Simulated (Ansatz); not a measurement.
A nudged elastic band was laid between two geometries of ClH3Sn + FH (7 atoms, charge 0, multiplicity 1).

These are results of RKS PBE0-D4/def2-SVP in Ansatz 0.2.0, not measurements.

```
movable images  : 7
climbing image  : yes
spring          : 5.0 eV/Å²
optimiser       : quadratic models (default)
start path      : through a guess of the saddle point
force threshold : 0.05 eV/Å
iteration limit : 42
end points      : relaxed
```

First end point:

```xyz
7
Properties=species:S:1:pos:R:3
Sn 0.179 0.000 -0.108
Cl 0.131 0.000 2.290
H 1.856 0.000 -0.442
H -0.578 1.442 -0.596
H -0.578 -1.442 -0.596
F -2.605 0.000 1.166
H -1.978 0.000 1.859
```

Last end point:

```xyz
7
Properties=species:S:1:pos:R:3
Sn -0.337 0.000 -0.542
Cl -0.218 0.000 3.374
H 1.111 0.000 0.350
H -0.642 1.433 -1.413
H -0.642 -1.433 -1.413
F -1.762 0.000 0.828
H -1.083 0.000 2.390
```

**Question.** What changes between the two ends?

**Answer.** Bonds broken: Sn1–Cl2, F6–H7. Bonds formed: Sn1–F6, Cl2–H7. ClH3Sn + FH becomes ClH + FH3Sn.

**Question.** Give the energies along the band, and the barrier.

**Answer.** It converged. The highest image is number 5 of 0 to 8, 0.85 eV above the first end and 0.41 eV above the last; the last end lies 0.44 eV above the first. A vibrational analysis at the climbing image gives 2 clearly imaginary modes (359i, 144i cm⁻¹): a point of higher order. A lower path may pass nearby, or the ends, which weren't checked, may share the extra mode. The orbitals stay closed-shell, which can raise the energy where a bond breaks towards radicals; this wasn't checked here.

```csv
image,path coordinate (Å),energy (eV),Sn1–Cl2 (Å),F6–H7 (Å),Sn1–F6 (Å)
0,0.00,0.00,2.40,0.94,3.06
1,0.30,0.04,2.42,0.94,2.81
2,0.59,0.17,2.46,0.95,2.60
3,0.89,0.41,2.56,0.98,2.41
4,1.19,0.70,2.73,1.05,2.25
5,1.49,0.85,2.92,1.21,2.12
6,1.89,0.68,3.23,1.45,2.02
7,2.30,0.50,3.57,1.59,1.99
8,2.71,0.44,3.92,1.70,1.98
```

**Question.** What is the geometry of the highest image?

**Answer.** 
```xyz
7
Properties=species:S:1:pos:R:3
Sn -0.231 0.000 -0.223
Cl -0.040 0.000 2.690
H 1.440 0.000 0.112
H -0.708 1.454 -0.976
H -0.708 -1.454 -0.976
F -1.988 0.000 0.964
H -1.339 0.000 1.983
```

Run time: 3.1 min on 1 thread of Arm Neoverse V2, with other jobs on the host, peak memory 0.17 GiB.
